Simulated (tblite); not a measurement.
Start geometry of `C=C([CH]F)COC(C)=O` [radical] from a force field or distance geometry (Å):
```
atom  x, y, z in Å
C1    -0.2188   -1.5969    1.5673
C2    -1.1177   -0.9597    0.7681
C3    -2.4953   -1.3121    0.8511
F4    -3.4037   -0.6798    0.0549
C5    -0.7673    0.1183   -0.2141
O6     0.6378    0.3889   -0.2174
C7     1.0215    1.3592   -1.0960
C8     2.5080    1.5720   -1.0099
O9     0.2791    1.9670   -1.8393
H10    0.8273   -1.3563    1.5420
H11   -0.5297   -2.3685    2.2685
H12   -2.9713   -2.0496    1.4858
H13   -1.0657   -0.2051   -1.2170
H14   -1.3010    1.0387    0.0372
H15    2.7741    1.9004   -0.0056
H16    2.7921    2.3475   -1.7116
H17    3.0235    0.6464   -1.2739
```

Question: What comes out of this run: GFN2-xTB geometry optimisation, gas phase in tblite 0.8.0?

Answer: 
```
atom  x, y, z in Å
C1    -0.1836   -1.5428    1.5254
C2    -1.1488   -0.9485    0.7555
C3    -2.4772   -1.3095    0.8527
F4    -3.4116   -0.7198    0.0934
C5    -0.8096    0.1335   -0.2408
O6     0.5856    0.4038   -0.2325
C7     1.0118    1.3478   -1.0817
C8     2.5022    1.5302   -0.9709
O9     0.2853    1.9531   -1.8221
H10    0.8439   -1.2502    1.4370
H11   -0.4390   -2.3117    2.2305
H12   -2.8753   -2.0611    1.5126
H13   -1.1148   -0.1713   -1.2503
H14   -1.3600    1.0534   -0.0042
H15    2.7575    1.8147    0.0469
H16    2.8275    2.2989   -1.6647
H17    2.9992    0.5901   -1.1969
```

The energy falls by 0.109 eV over 44 L-BFGS steps, the largest force on an atom goes from 1.82 to 0.006 eV/Å, and the atoms move by 0.078 Å rms after alignment. The bond that changes most is C2–C3 (ends: carbon bonded to 3 C; carbon bonded to C, F and H), which shortens by 0.044 Å. Bonds longer at the end by more than 0.005 Å: 2 of 16; shorter: 7. Among the angles that change most is C2–C3–H12, from 128.9° to 125.6°. Rotational constants go from 3260, 814.5, 657.2 to 3362, 822.7, 666.4 MHz. The orientation of the end geometry is arbitrary; only internal coordinates are fixed.

GFN2-xTB frequencies show an imaginary mode (26i cm⁻¹), so the point is no minimum at that level.

One conformer stands for the species.

All values are computed, not measured.
